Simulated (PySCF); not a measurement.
SMILES C[O][GeH2][OH] (CH6GeO2) (PBE0/def2-SVP optimised geometry):

```
10

Ge    -1.528    -0.219     0.000
O     -1.929     1.501     0.000
O      0.250    -0.219     0.000
C      0.989    -1.407    -0.002
H     -2.062    -0.885    -1.284
H     -2.059    -0.888     1.283
H     -1.125     2.034     0.013
H      0.794    -2.034     0.890
H      0.798    -2.027    -0.900
H      2.062    -1.153     0.002
```

Method: PySCF with PBE0/def2-TZVP.

Task: What are the frontier orbital energies and the dipole moment?

Result: HOMO-2 -8.75 eV, HOMO-1 -8.62 eV, HOMO -7.95 eV, LUMO 0.35 eV, LUMO+1 0.88 eV; dipole moment 1.71 D.

On the same geometry PBE/def2-TZVP (PySCF) gives HOMO-2 -7.24 eV, HOMO-1 -6.95 eV, HOMO -6.38 eV, LUMO -0.53 eV, LUMO+1 -0.12 eV; dipole moment 1.59 D.

Meta-Löwdin charges at PBE0/def2-TZVP: Ge1 0.99, O2 -0.74, O3 -0.61, C4 -0.12, H5 -0.09, H6 -0.09, H7 0.35, H8 0.10, H9 0.10, H10 0.12.
